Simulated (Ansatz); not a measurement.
C₃H₇BS from Hartree–Fock to CCSD(T)

| atom | x (Å) | y (Å) | z (Å) |
| --- | --- | --- | --- |
| C1 | -0.1863 | -1.6142 | 0.0340 |
| C2 | -0.1448 | -0.1269 | 0.0477 |
| S3 | -1.0574 | 0.8546 | 1.2400 |
| B4 | -0.5814 | 1.1810 | -0.6393 |
| C5 | 0.9254 | 0.8376 | -0.3914 |
| H6 | -1.2037 | -1.9943 | 0.1466 |
| H7 | 0.4390 | -2.0531 | 0.8175 |
| H8 | 0.1941 | -1.9630 | -0.9298 |
| H9 | -0.0689 | 1.4208 | 1.9849 |
| H10 | -1.3569 | 1.6440 | -1.4073 |
| H11 | 1.4843 | 0.4958 | -1.2622 |
| H12 | 1.5565 | 1.3175 | 0.3594 |

Total charge 0; spin multiplicity 1. The bonds changed during the relaxation, so this is another structure than the one it started from. The geometry is a stationary point of PBE0-D4/def2-TZVP. It is one conformer, not always the lowest. Frozen core, restricted reference, Ansatz 0.2.0. CBS rows extrapolate triple and quadruple zeta; past MP2 they add the triple-zeta difference.

| basis | HF (Eh) | MP2 corr. |
| --- | --- | --- |
| def2-TZVPP | -539.88802 | -0.80319 |
| def2-QZVPP | -539.90576 | -0.85699 |

(1) Estimate the CCSD correlation energy and the (T) correction in each basis where they were run (hartree).

## Answers

(1) 
```tsv
basis	CCSD corr.	(T)
def2-TZVPP	-0.84780	-0.04003
CBS(def2)	-0.94145	as TZ
```
